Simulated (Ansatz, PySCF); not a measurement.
Input for PySCF:
```python
from pyscf import gto, scf, dft

mol = gto.Mole()
mol.atom = '''
    Se   -0.278718    0.184471    0.095935
    F    -0.963394   -1.562021    0.180187
    F     0.768941    1.518288   -0.709955
    F     1.247387   -0.653159    0.167346
'''
mol.basis = 'def2-svp'
mol.charge = 0
mol.spin = 1
mol.verbose = 4
mol.build()

mf = dft.UKS(mol)
mf.xc = 'blyp'
mf.grids.atom_grid = (99, 590)
mf.grids.prune = None
mf.kernel()
```

**Question.** Convert this to an input for Ansatz (an electronic-structure program).

**Answer.** One answer among several that fit: 
Ansatz 0.2 input:
```yaml
crystal:
  periodic: [false, false, false]
  atoms:
    - {symbol: Se, position_ang: [-0.27871786, 0.18447138, 0.09593514]}
    - {symbol: F, position_ang: [-0.96339424, -1.56202050, 0.18018716]}
    - {symbol: F, position_ang: [0.76894108, 1.51828774, -0.70995482]}
    - {symbol: F, position_ang: [1.24738731, -0.65315911, 0.16734601]}
basis:
  gaussian:
    orbitals: def2-SVP
hamiltonian:
  xc: blyp
magnetization: {spin_polarized: true, initial_magnetization: 1}
accuracy: high
```

Both were run: PySCF gave -2700.504791 Eh and Ansatz -2700.504793 Eh, 0.002 mEh apart.
